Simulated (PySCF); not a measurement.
GeO, charge +1, doublet, at a GFN2-xTB geometry (a state made from the parent by changing its charge; the spin is typed, not shown lowest); PBE0/def2-SV(P) run with PySCF.

The PySCF input:
```python
from pyscf import gto, scf, dft

mol = gto.Mole()
mol.atom = '''
    Ge   -0.00000000   -0.00000000   -0.32217216
    O     0.00000000    0.00000000    1.28868862
'''
mol.basis = 'def2-sv(p)'
mol.charge = 1
mol.spin = 1
mol.verbose = 4
mol.build()

mf = dft.UKS(mol)
mf.xc = 'pbe0'
mf.conv_tol = 1e-7
mf.kernel()
mf.analyze()
```

Task: What does PySCF print? Leave out banner, timings and long lists.

Result: 
```
PySCF version 2.14.0

[INPUT] verbose = 4
[INPUT] num. atoms = 2
[INPUT] num. electrons = 39
[INPUT] charge = 1
[INPUT] spin (= nelec alpha-beta = 2S) = 1
[INPUT] symmetry False subgroup None
[INPUT] Mole.unit = angstrom
[INPUT] Symbol           X                Y                Z      unit          X                Y                Z       unit  Magmom
[INPUT]  1 Ge     0.000000000000   0.000000000000  -0.322172160000 AA    0.000000000000   0.000000000000  -0.608817147360 Bohr   0.0
[INPUT]  2 O      0.000000000000   0.000000000000   1.288688620000 AA    0.000000000000   0.000000000000   2.435268551644 Bohr   0.0

nuclear repulsion = 84.0975009618895
number of shells = 18
number of NR pGTOs = 98
number of NR cGTOs = 46
basis = def2-sv(p)
ecp = {}

******** <class 'pyscf.dft.uks.UKS'> ********
method = UKS
initial guess = minao
damping factor = 0
level_shift factor = 0
DIIS = <class 'pyscf.scf.diis.CDIIS'>
diis_start_cycle = 1
diis_space = 8
diis_damp = 0
SCF conv_tol = 1e-07
SCF conv_tol_grad = None
SCF max_cycles = 50
direct_scf = True
direct_scf_tol = 1e-13
number electrons alpha = 20  beta = 19
XC library pyscf.dft.libxc version 7.1.2
    S. Lehtola, C. Steigemann, M. J. T. Oliveira, and M. A. L. Marques,  SoftwareX 7, 1–5 (2018)
XC functionals = pbe0
    C. Adamo and V. Barone,  J. Chem. Phys. 110, 6158 (1999)
    M. Ernzerhof and G. E. Scuseria,  J. Chem. Phys. 110, 5029 (1999)
radial grids:
    Treutler-Ahlrichs [JCP 102, 346 (1995); DOI:10.1063/1.469408] (M4) radial grids

becke partition: Becke, JCP 88, 2547 (1988); DOI:10.1063/1.454033
pruning grids: <function nwchem_prune>
grids dens level: 3
symmetrized grids: False
atomic radii adjust function: <function treutler_atomic_radii_adjust>
small_rho_cutoff = 0
Set gradient conv threshold to 0.000316228
tot grids = 34728
init E= -2150.93265811697

cycle= 1 E= -2150.85206987788  delta_E= 0.0806  |g|= 0.745  |ddm|= 1.41
cycle= 2 E= -2146.45412042017  delta_E=  4.4  |g|=  2.5  |ddm|= 2.63
cycle= 3 E= -2151.13416502928  delta_E= -4.68  |g|= 0.181  |ddm|= 2.12
cycle= 4 E= -2151.13812807939  delta_E= -0.00396  |g|= 0.19  |ddm|= 0.318
cycle= 5 E= -2151.15083234703  delta_E= -0.0127  |g|= 0.0666  |ddm|= 0.0838
cycle= 6 E= -2151.15274528478  delta_E= -0.00191  |g|= 0.0416  |ddm|= 0.0542
cycle= 7 E= -2151.15380130849  delta_E= -0.00106  |g|= 0.00241  |ddm|= 0.0576
cycle= 8 E= -2151.15381211801  delta_E= -1.08e-05  |g|= 0.00104  |ddm|= 0.00499
cycle= 9 E= -2151.15381583753  delta_E= -3.72e-06  |g|= 0.000452  |ddm|= 0.00361
cycle= 10 E= -2151.15381662815  delta_E= -7.91e-07  |g|= 8.45e-05  |ddm|= 0.00243
cycle= 11 E= -2151.15381663749  delta_E= -9.34e-09  |g|= 6.45e-06  |ddm|= 0.000229
Extra cycle  E= -2151.15381663745  delta_E= 3.82e-11  |g|= 1.41e-05  |ddm|= 1.71e-05
converged SCF energy = -2151.15381663745  <S^2> = 0.76182624  2S+1 = 2.0117915
**** SCF Summaries ****
Total Energy =                       -2151.153816637453019
Nuclear Repulsion Energy =              84.097500961889466
One-electron Energy =                -3151.699363070739309
Two-electron Energy =                  916.448045471396767
Two-electron Coulomb Energy =         1003.405393106438396
DFT Exchange-Correlation Energy =      -86.957347635041671
**** MO energy ****
                             alpha | beta                alpha | beta
MO #1   energy= -399.436668621225  | -399.435832472948  occ= 1 | 1
MO #2   energy= -50.2767317044337  | -50.2761254466995  occ= 1 | 1
MO #3   energy= -44.7709263430171  | -44.7707268286252  occ= 1 | 1
MO #4   energy= -44.7709263430168  | -44.7707268286251  occ= 1 | 1
MO #5   energy= -44.7699420333238  | -44.7678463939855  occ= 1 | 1
MO #6   energy= -19.5552542117246  | -19.5353346298836  occ= 1 | 1
MO #7   energy= -6.66296995959631  | -6.66125921936595  occ= 1 | 1
MO #8   energy= -4.81894440153278  | -4.81814765143028  occ= 1 | 1
MO #9   energy= -4.81894440153276  | -4.81814765143028  occ= 1 | 1
MO #10  energy= -4.81797278234372  | -4.81408433769621  occ= 1 | 1
MO #11  energy= -1.62771484872387  | -1.62026782417758  occ= 1 | 1
MO #12  energy= -1.61279561764356  | -1.61204630445676  occ= 1 | 1
MO #13  energy= -1.61279513218449  | -1.61204583019366  occ= 1 | 1
MO #14  energy= -1.61228764876473  | -1.61008836199937  occ= 1 | 1
MO #15  energy= -1.61228764876472  | -1.61008836199936  occ= 1 | 1
MO #16  energy= -1.28210358714085  | -1.2323145503745   occ= 1 | 1
MO #17  energy= -0.817561487815667 | -0.740399324445198 occ= 1 | 1
MO #18  energy= -0.665285729681647 | -0.635202856537226 occ= 1 | 1
MO #19  energy= -0.655147957316714 | -0.635202856537222 occ= 1 | 1
MO #20  energy= -0.655147957316709 | -0.49961844186389  occ= 1 | 0
MO #21  energy= -0.354521166414782 | -0.339537004709961 occ= 0 | 0
MO #22  energy= -0.354521166414781 | -0.339537004709955 occ= 0 | 0
MO #23  energy= -0.205978189115922 | -0.17754500788774  occ= 0 | 0
MO #24  energy= -0.0740420829189383 | -0.0607011049010073 occ= 0 | 0
MO #25  energy= 0.0931233071783212 | 0.0967348810638066 occ= 0 | 0
MO #26  energy= 0.0931233071783379 | 0.0967348810638458 occ= 0 | 0
MO #27  energy= 0.10823692043749   | 0.112298685829467  occ= 0 | 0
MO #28  energy= 0.108237060931843  | 0.112298839121601  occ= 0 | 0

To work with the spin densities directly, `use mulliken_meta_spin()` only printing them here.

 ** Mulliken spin pop alpha/beta on meta-lowdin orthogonal AOs **
 ** Mulliken Spin Density (per AO)  **
spin_pop of  0 Ge 1s        0.00000
spin_pop of  0 Ge 2s        0.00000
spin_pop of  0 Ge 3s        0.00005
spin_pop of  0 Ge 4s        0.15266
spin_pop of  0 Ge 5s       -0.00039
spin_pop of  0 Ge 2px      -0.00000
spin_pop of  0 Ge 2py      -0.00000
spin_pop of  0 Ge 2pz       0.00000
spin_pop of  0 Ge 3px      -0.00000
spin_pop of  0 Ge 3py      -0.00000
spin_pop of  0 Ge 3pz       0.00004
spin_pop of  0 Ge 4px      -0.02542
spin_pop of  0 Ge 4py      -0.02542
spin_pop of  0 Ge 4pz       0.19708
spin_pop of  0 Ge 5px      -0.00013
spin_pop of  0 Ge 5py      -0.00013
spin_pop of  0 Ge 5pz       0.01036
spin_pop of  0 Ge 3dxy     -0.00001
spin_pop of  0 Ge 3dyz     -0.00009
spin_pop of  0 Ge 3dz^2     0.00077
spin_pop of  0 Ge 3dxz     -0.00009
spin_pop of  0 Ge 3dx2-y2   -0.00001
spin_pop of  0 Ge 4dxy      0.00001
spin_pop of  0 Ge 4dyz     -0.00102
spin_pop of  0 Ge 4dz^2     0.00046
spin_pop of  0 Ge 4dxz     -0.00102
spin_pop of  0 Ge 4dx2-y2    0.00001
spin_pop of  0 Ge 5dxy      0.00000
spin_pop of  0 Ge 5dyz     -0.00054
spin_pop of  0 Ge 5dz^2    -0.00008
spin_pop of  0 Ge 5dxz     -0.00054
spin_pop of  0 Ge 5dx2-y2    0.00000
spin_pop of  1 O 1s       -0.00000
spin_pop of  1 O 2s        0.01324
spin_pop of  1 O 3s       -0.00088
spin_pop of  1 O 2px       0.02737
spin_pop of  1 O 2py       0.02737
spin_pop of  1 O 2pz       0.62435
spin_pop of  1 O 3px       0.00007
spin_pop of  1 O 3py       0.00007
spin_pop of  1 O 3pz       0.00083
spin_pop of  1 O 3dxy      0.00000
spin_pop of  1 O 3dyz     -0.00024
spin_pop of  1 O 3dz^2     0.00152
spin_pop of  1 O 3dxz     -0.00024
spin_pop of  1 O 3dx2-y2    0.00000
 ** Mulliken Spin Density (per atom)  **
spin density of  0 Ge =      0.30655
spin density of  1 O =      0.69345
 ** Mulliken pop alpha/beta on meta-lowdin orthogonal AOs **
 ** Mulliken pop       alpha | beta **
In total            20.00000 | 19.00000
 ** Mulliken atomic charges   ( Nelec_alpha | Nelec_beta ) **
charge of  0Ge =      1.26423  (    15.52116     15.21461 )
charge of  1O =     -0.26423  (     4.47884      3.78539 )

WARN: System has nonzero charge 1; the dipole moment is origin-dependent.
Location of origin: [0. 0. 0.]

Dipole moment(X, Y, Z, Debye): -0.00000,  0.00000, -3.13738
```
